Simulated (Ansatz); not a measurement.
A run for Ansatz (an electronic-structure program): U-CAM-B3LYP/def2-TZVPP on O2 (SMILES O=O).

Ansatz 0.2 input:
```yaml
crystal:
  periodic: [false, false, false]
  atoms:
    - {symbol: O, position_ang: [0.00000000, -0.00000000, -0.60213693]}
    - {symbol: O, position_ang: [-0.00000000, 0.00000000, 0.60213693]}
basis:
  gaussian:
    orbitals: def2-TZVPP
hamiltonian:
  xc: {name: CAM-B3LYP}
magnetization: {spin_polarized: true, initial_magnetization: 2}
```

Output:

```
WARN ansatz: RAYON_NUM_THREADS=1 ignored (pool sized by the plan → 1); use --threads N
Functional definition: CAM-B3LYP
integrals: 0.01 GiB planned
302 factors; their error is unknown
integrals: 0.04 GiB planned
60 factors; integrals over basis functions are off by at most 8.6e-5 eV
mean field: 0.14 GiB planned
mean field evaluation 1: about -4090.6519 eV, gradient 1.2e1 eV
mean field evaluation 2: about -4091.0181 eV, gradient 4.9e0 eV
mean field evaluation 4: about -4091.0783 eV, gradient 3.3e-1 eV
mean field evaluation 8: about -4091.0918 eV, gradient 7.3e-4 eV
mean field -4091.09176312 eV, -150.3448492530 hartree, gradient 2.4e-5 eV, S^2 2.009343; 0 other end points of the search recorded, 0 dependent functions left out
reference -4091.09182731 eV, -150.3448516119 hartree; 9, 7 occupied and 53, 55 virtual orbitals, 302 factors
Total energy: -4091.09182731 eV, -150.3448516119 hartree
```

The run converged.

Cost: very roughly 0.8 core-seconds.
